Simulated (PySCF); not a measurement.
C2H5AlO2.

```xyz
10

Al    -0.0287    -0.4728     0.0000
C     -0.7692     1.3090     0.0000
C      0.0155     2.4005     0.0000
H     -1.8556     1.4743     0.0000
H     -0.3902     3.4210     0.0000
H      1.1097     2.3260     0.0000
O      1.6709    -0.5932     0.0000
H      2.2292    -1.3733     0.0000
O     -1.0855    -1.8083     0.0000
H     -0.8807    -2.7459     0.0000
```
Charge 0, spin multiplicity 1.

The structure is a stationary point at B3LYP-D3(BJ)/def2-SVP. The structure was generated by enumeration; whether it is a known compound was not checked. The values are those of a single conformer.

The numbers are results of PBE/pcSseg-1 (PySCF), not measurements. Non-relativistic, no solvent.

Problem. Give the absolute GIAO shielding of each atom: isotropic value and principal components (ppm). (The exact figures need the calculation; the answer reports its results.)

Solution. 
```json
[
 {"atom": "Al1", "σ(iso)": "437.7", "σ11": "378.1", "σ22": "454.8", "σ33": "480.1", "span": "101.9"},
 {"atom": "C2", "σ(iso)": "43.0", "σ11": "-65.7", "σ22": "22.9", "σ33": "171.7", "span": "237.4"},
 {"atom": "C3", "σ(iso)": "25.0", "σ11": "-105.1", "σ22": "25.5", "σ33": "154.7", "span": "259.8"},
 {"atom": "H4", "σ(iso)": "25.1", "σ11": "23.1", "σ22": "25.0", "σ33": "27.3", "span": "4.2"},
 {"atom": "H5", "σ(iso)": "24.4", "σ11": "21.2", "σ22": "24.2", "σ33": "27.7", "span": "6.5"},
 {"atom": "H6", "σ(iso)": "24.5", "σ11": "21.0", "σ22": "23.6", "σ33": "28.9", "span": "7.9"},
 {"atom": "O7", "σ(iso)": "302.5", "σ11": "257.7", "σ22": "301.2", "σ33": "348.5", "span": "90.7"},
 {"atom": "H8", "σ(iso)": "29.9", "σ11": "22.8", "σ22": "23.3", "σ33": "43.5", "span": "20.7"},
 {"atom": "O9", "σ(iso)": "294.2", "σ11": "252.6", "σ22": "289.6", "σ33": "340.4", "span": "87.8"},
 {"atom": "H10", "σ(iso)": "29.6", "σ11": "22.4", "σ22": "23.2", "σ33": "43.1", "span": "20.7"}
]
```
